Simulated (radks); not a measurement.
Values are calculated unless marked as measured or tabulated.
Task: The mean radii <r> (bohr) of the occupied orbitals of an atom or ion are listed with their occupations. Code: a radial shooting solver on a logarithmic mesh with Libxc functionals. Model: Dirac Kohn-Sham, PBE, spin-unpolarised, spherical densities, finite nucleus; Fermi nuclear charge, rms radius of each element as measured or else 0.836 A^(1/3) + 0.57 fm.

| orbital | occ. | <r> |
|---|---|---|
| 1s1/2 | 2 | 0.04149 |
| 2s1/2 | 2 | 0.1832 |
| 2p1/2 | 2 | 0.1573 |
| 2p3/2 | 4 | 0.1613 |
| 3s1/2 | 2 | 0.5255 |
| 3p1/2 | 2 | 0.5269 |
| 3p3/2 | 4 | 0.5369 |
| 3d3/2 | 4 | 0.5363 |
| 3d5/2 | 5 | 0.5398 |
| 4s1/2 | 2 | 1.422 |
| 4p1/2 | 2 | 1.587 |
| 4p3/2 | 2 | 1.614 |
| 4f5/2 | 1 | 5.391 |

Name the element and its charge. Open shells, if any, fill j = l - 1/2 first.

Result: Z = 36, krypton, charge +2: Kr2+ in [Ar] 3d9 4s2 4p4 4f1. The 1s radius gives Z: for a bare nucleus <r> = (2 gamma + 1)/(2Z) with gamma = sqrt(1 - (Z/c)^2), 0.04069 bohr for Z = 36, and screening makes it slightly larger (0.04149 here). The occupations add up to 34, and the charge is Z minus that.
